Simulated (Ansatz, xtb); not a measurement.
# Relative energy of two isomers of C8H4O

Structure I is `C#CC#CC#CC(C)=O`, a singlet and structure II is `C#Cc1ccc(C#C)o1`, a singlet. Both are isolated molecules in the gas phase, relaxed with B3LYP/def2-SVP.

Quicker runs give these differences E(II) − E(I): GFN2-xTB −1.499 eV; HF/STO-3G −1.836 eV (at GFN2-xTB geometries); r2SCAN-D4/def2-SVP −0.913 eV (at GFN2-xTB geometries).

**Question.** Estimate E(II) − E(I) at the level CCSD(T)/def2-SVP + ΔMP2/def2-TZVPP.

**Answer.** Calculated at CCSD(T)/def2-SVP + ΔMP2/def2-TZVPP: E(II) − E(I) = −0.971 eV, so structure II lies lower.

How the difference moves with the method:

```csv
level,geometry,E(II) − E(I) (eV),departure from the last row (eV),"job, with rough time for the two"
GFN2-xTB,GFN2-xTB,−1.499,−0.528,"optimisation, 0.17 s"
HF/STO-3G,GFN2-xTB,−1.836,−0.865,"single point, 0.44 s"
r2SCAN-D4/def2-SVP,GFN2-xTB,−0.913,+0.058,"single point, 3.9 s"
B3LYP/def2-SVP,B3LYP/def2-SVP,−0.780,+0.191,"optimisation, 39 s"
HF/def2-SVP,B3LYP/def2-SVP,−0.872,+0.099,part of the CCSD(T) run
MP2/def2-SVP,B3LYP/def2-SVP,−0.863,+0.108,part of the CCSD(T) run
CCSD(T)/def2-SVP,B3LYP/def2-SVP,−0.887,+0.084,single point
CCSD(T)/def2-SVP + ΔMP2/def2-TZVPP,B3LYP/def2-SVP,−0.971,,"single point, 2 min"
```

As drawn, II has 3 C∷C, 2 C∷O in place of 1 C≡C, 2 C–C, 1 C=O (∷ is an aromatic bond). Structure I has no ring, II a 5-membered ring (with an aromatic ring).

None of the levels shown reverses the order. The largest departure from CCSD(T)/def2-SVP + ΔMP2/def2-TZVPP is that of HF/STO-3G, 0.865 eV. The last row adds to CCSD(T) the change of the MP2 difference between the two basis sets, here −0.084 eV.

With thermal terms from frequencies at re-optimised GFN2-xTB minima (ideal gas, soft modes damped towards free rotors, one conformer each, 298.15 K, 1 atm): the zero-point term adds +0.083 eV; ΔH is −0.946 and ΔG −0.785 eV.

The correlated steps freeze 9 core orbitals. Run with Ansatz 0.2.0, xtb 6.7.1; the last row on 4 threads of Arm Neoverse V1 on a shared host.
